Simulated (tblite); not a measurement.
Compound: 4-methylbiphenyl, C₁₃H₁₂.
Numbering: `[CH3:1][c:2]1[cH:3][cH:4][c:5](-[c:6]2[cH:7][cH:8][cH:9][cH:10][cH:11]2)[cH:12][cH:13]1` (hydrogens: H14, H15, H16 on C1; H17 on C3; H18 on C4; H19 on C7; H20 on C8; H21 on C9; H22 on C10; H23 on C11; H24 on C12; H25 on C13)

Geometry (GFN2-xTB, Å), atoms numbered from 1 in this order:
```xyz
25
C13H12 angstrom
C      4.3483   -0.2080    0.5072
C      2.8563   -0.1426    0.3863
C      2.1174    0.7824    1.1128
C      0.7437    0.8557    0.9818
C      0.0635   -0.0036    0.1227
C     -1.3988    0.0677   -0.0150
C     -2.1645   -1.0940   -0.0839
C     -3.5392   -1.0250   -0.2108
C     -4.1721    0.2047   -0.2784
C     -3.4210    1.3664   -0.2147
C     -2.0467    1.2993   -0.0801
C      0.8043   -0.9332   -0.6034
C      2.1779   -0.9959   -0.4759
H      4.6981   -1.2348    0.4247
H      4.8134    0.3689   -0.2932
H      4.6806    0.2036    1.4573
H      2.6245    1.4529    1.7927
H      0.1879    1.5728    1.5690
H     -1.6782   -2.0565   -0.0170
H     -4.1207   -1.9345   -0.2546
H     -5.2460    0.2575   -0.3798
H     -3.9093    2.3287   -0.2725
H     -1.4645    2.2089   -0.0436
H      0.2991   -1.5982   -1.2891
H      2.7354   -1.7189   -1.0547
```

Calculated harmonic vibrations of the isolated species, GFN2-xTB (tblite), most abundant isotopes, no scaling. This tight-binding method is rough: wavenumbers can miss measured ones by several per cent, in bad cases by 10 to 20. One conformer, not necessarily the lowest. The optimisation stopped once no atom felt more than 0.01 eV/Å.

Lowest wavenumbers of the output (negative numbers stand for imaginary wavenumbers):
```
mode    cm-1
  1     -26.9
  2      63.8
  3      68.4
  4      97.8
  5     183.5
  6     278.1
  7     282.7
  8     340.9
```

Q: Is this structure a minimum?

A: Not by this Hessian. 1 mode is imaginary beyond 20i (27i cm⁻¹), so at this level the point lies at or near a first-order saddle. The curvature is small, so loose convergence or finite differences may be the whole cause.

Q: Which atoms move in the imaginary mode?

A: 27i: H15 (methyl hydrogen) 36 %, H14 (methyl hydrogen) 32 %, H16 (methyl hydrogen) 29 %. These are shares of the mass-weighted motion.

Q: What is the remedy?

A: Step along that mode in both directions, optimise again with tighter thresholds and repeat the frequencies. The zero-point energy of this point (127.4 kcal/mol) counts the 68 real modes alone, and thermal corrections from it aren't those of a minimum.

The run took 1.5 s wall, 2.9 s CPU on 2 threads, Intel Xeon at 2.60 GHz (x86_64), no GPU (shared host). This covers the Hessian and the dipole derivatives.
